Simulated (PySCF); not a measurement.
Isomers of C3H5FSe.

All values: wB97X-D/def2-SVPD (PySCF) at PBE0-D3(BJ)/def2-SVP geometries, gas phase, one conformer each. Core orbitals are frozen in the response; Δα² is half the sum of the squared differences of the principal polarisabilities. The calculation is non-relativistic, for selenium too.

Question: Rank by dipole moment, lowest first.
A. `[CH3:1][CH2:2][C:3]([F:4])=[Se:5]` with C1–C2–C3–F4 177°
B. `[CH2:1]=[C:2]([F:3])[CH2:4][SeH:5]` with C1–C2–C4–Se5 114°, C2–C4–Se5–H 59°
C. `[CH2:1]=[C:2]([F:3])[Se:4][CH3:5]` with C1–C2–Se4–C5 141°
D. `[F:1][CH:2]1[CH2:3][Se:4][CH2:5]1` with F1–C2–C3–Se4 -149°, C2–C3–Se4–C5 21°, C3–Se4–C5–C2 -21°, F1–C2–C5–Se4 149°
E. `[CH3:1][Se:2]/[CH:3]=[CH:4]\[F:5]` with C1–Se2–C3–C4 177°

Answer: D (0.41 D), C (1.03 D), B (1.49 D), A (2.58 D), E (2.74 D).

Question: Rank by vertical ionisation energy (ΔSCF), highest first.
A. `[CH3:1][Se:2]/[CH:3]=[CH:4]\[F:5]` with C1–Se2–C3–C4 177°
B. `[CH3:1][Se:2]/[CH:3]=[CH:4]/[F:5]` with C1–Se2–C3–C4 120°
C. `[F:1][CH:2]1[CH2:3][Se:4][CH2:5]1` with F1–C2–C3–Se4 -149°, C2–C3–Se4–C5 21°, C3–Se4–C5–C2 -21°, F1–C2–C5–Se4 149°
D. `[CH3:1][CH2:2][C:3]([F:4])=[Se:5]` with C1–C2–C3–F4 177°

Answer: D (8.94 eV), C (8.74 eV), B (8.54 eV), A (8.11 eV).

Question: Rank by HOMO energy, highest first.
A. `[F:1][C@H:2]1[CH2:3][CH2:4][Se:5]1` with F1–C2–C3–C4 139°, C2–C3–C4–Se5 -19°, C3–C4–Se5–C2 15°, F1–C2–Se5–C4 -134°
B. `[CH3:1][Se:2]/[CH:3]=[CH:4]/[F:5]` with C1–Se2–C3–C4 120°
C. `[CH3:1][Se:2]/[CH:3]=[CH:4]\[F:5]` with C1–Se2–C3–C4 177°
D. `[CH3:1][CH2:2][C:3]([F:4])=[Se:5]` with C1–C2–C3–F4 177°

Answer: C (-7.81 eV), B (-8.19 eV), A (-8.34 eV), D (-8.53 eV).

All values together:

```json
{"SMILES": "F[C@H]1CC[Se]1", "μ (D)": "2.49", "HOMO (eV)": "-8.34", "LUMO (eV)": "0.86", "α (Å³)": "9.30", "Δα (Å³)": "2.25", "ΔSCF removal energy (eV)": "8.74"}
{"SMILES": "C[Se]/C=C\\F", "μ (D)": "2.74", "HOMO (eV)": "-7.81", "LUMO (eV)": "1.69", "α (Å³)": "10.07", "Δα (Å³)": "5.60", "ΔSCF removal energy (eV)": "8.11"}
{"SMILES": "C=C[Se]CF", "μ (D)": "1.39", "HOMO (eV)": "-8.30", "LUMO (eV)": "1.35", "α (Å³)": "9.92", "Δα (Å³)": "3.92", "ΔSCF removal energy (eV)": "8.61"}
{"SMILES": "C=C(F)[Se]C", "μ (D)": "1.03", "HOMO (eV)": "-8.26", "LUMO (eV)": "1.31", "α (Å³)": "10.03", "Δα (Å³)": "4.97", "ΔSCF removal energy (eV)": "8.57"}
{"SMILES": "C[Se]/C=C/F", "μ (D)": "1.55", "HOMO (eV)": "-8.19", "LUMO (eV)": "1.28", "α (Å³)": "10.01", "Δα (Å³)": "4.53", "ΔSCF removal energy (eV)": "8.54"}
{"SMILES": "CCC(F)=[Se]", "μ (D)": "2.58", "HOMO (eV)": "-8.53", "LUMO (eV)": "-0.52", "α (Å³)": "9.91", "Δα (Å³)": "4.38", "ΔSCF removal energy (eV)": "8.94"}
{"SMILES": "FC1C[Se]C1", "μ (D)": "0.41", "HOMO (eV)": "-8.32", "LUMO (eV)": "0.95", "α (Å³)": "9.24", "Δα (Å³)": "2.30", "ΔSCF removal energy (eV)": "8.74"}
{"SMILES": "CC(=[Se])CF", "μ (D)": "1.07", "HOMO (eV)": "-8.26", "LUMO (eV)": "-0.80", "α (Å³)": "10.17", "Δα (Å³)": "4.97", "ΔSCF removal energy (eV)": "8.60"}
{"SMILES": "C=C(F)C[SeH]", "μ (D)": "1.49", "HOMO (eV)": "-8.60", "LUMO (eV)": "1.04", "α (Å³)": "10.12", "Δα (Å³)": "4.66", "ΔSCF removal energy (eV)": "9.03"}
```

Conformers: `[F:1][C@H:2]1[CH2:3][CH2:4][Se:5]1` with F1–C2–C3–C4 139°, C2–C3–C4–Se5 -19°, C3–C4–Se5–C2 15°, F1–C2–Se5–C4 -134°; `[CH3:1][Se:2]/[CH:3]=[CH:4]\[F:5]` with C1–Se2–C3–C4 177°; `[CH2:1]=[CH:2][Se:3][CH2:4][F:5]` with C1–C2–Se3–C4 18°, C2–Se3–C4–F5 -74°; `[CH2:1]=[C:2]([F:3])[Se:4][CH3:5]` with C1–C2–Se4–C5 141°; `[CH3:1][Se:2]/[CH:3]=[CH:4]/[F:5]` with C1–Se2–C3–C4 120°; `[CH3:1][CH2:2][C:3]([F:4])=[Se:5]` with C1–C2–C3–F4 177°; `[F:1][CH:2]1[CH2:3][Se:4][CH2:5]1` with F1–C2–C3–Se4 -149°, C2–C3–Se4–C5 21°, C3–Se4–C5–C2 -21°, F1–C2–C5–Se4 149°; `[CH3:1][C:2](=[Se:3])[CH2:4][F:5]` with C1–C2–C4–F5 -1°; `[CH2:1]=[C:2]([F:3])[CH2:4][SeH:5]` with C1–C2–C4–Se5 114°, C2–C4–Se5–H 59°.

Q: By how much does the ΔSCF value exceed −ε(HOMO) over the species that have both?

A: By 0.30 to 0.43 eV, 0.36 eV on average, over 9 species.
